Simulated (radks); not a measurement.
Values are calculated unless marked as measured or tabulated.
The lithium ion Li+, [He]. Level of theory: non-relativistic Kohn-Sham, PBE, spin-polarised, spherical densities, point nucleus (a radial shooting solver on a logarithmic mesh with Libxc functionals). Every spin shell is full or empty, so the densities are truly spherical. Functionals are evaluated on that one density, not self-consistently. Rank these orbital-free kinetic functionals by their error against the exact value of the orbitals, and give that value: Thomas-Fermi, von Weizsacker, TF + vW, TF + vW/9, TF + vW/5, LC94, APBEK, revAPBEK, Perdew 92, Thakkar, Pearson, LKT, PG1, DePristo-Kress, Ernzerhof.

Answer. Exact: 7.21521 hartree. From best to worst, with 100 (|E| - |E exact|)/|E exact| (equal figures are ties): von Weizsacker 0.00, APBEK +0.68, LC94 +0.77, Thakkar +1.04, DePristo-Kress +1.07, TF + vW/9 +1.16, Perdew 92 +1.18, revAPBEK +1.56, Pearson -3.73, Ernzerhof +4.65, Thomas-Fermi -9.95, TF + vW/5 +10.05, PG1 +52.90, LKT +60.45, TF + vW +90.05.
